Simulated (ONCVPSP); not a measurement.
**O (Z = 8): ONCV pseudisation with Wu-Cohen, scalar-relativistic reference atom.**

ONCVPSP 4.0.1 input, shortened (lines: element, Z, core and valence counts, functional; n l f; lmax; l rc ep ncon nbas qcut; lloc lpopt rc5 dvloc0; l nproj debl; icmod fcfact rcfact), Wu-Cohen, scalar-relativistic:

```
  O 8.00    1    2  -118130      upf
    1    0    2.00
    2    0    2.00
    2    1    3.75
    2
    0    0.80    0.00    5    9    9.20
    1    1.05    0.00    5    8    8.10
    2    0.80    0.31    4    9   13.50
    4    5    0.65    2.00
    0    2    2.30
    1    2    1.80
    2    3    1.20
    3    3.50    1.30
```

(1) Estimate the cutoffs (Ha) at which the residual kinetic energy of the hardest occupied pseudo-wave falls to 1 and 0.1 mHa per electron.

(2) What does a ghost test show?

(3) Which valence shell sets the plane-wave cutoff?

(4) Tests: 2s2 2p4; 2s2 2p3; 2s2 2p2; 2s1 2p4. Which has the largest error in its energy relative to the reference configuration, and how large is it?

## Answers

(1) 136 Ha and 171 Ha.

(2) No bound ghost flagged; GHOST(+) flagged for d at 467.7 eV.

(3) 2p: 136 Ha for 1 mHa per electron, against 41 Ha for 2s.

(4) 2s2 2p2, with +46 meV (all-electron minus pseudo) on +47.30 eV.
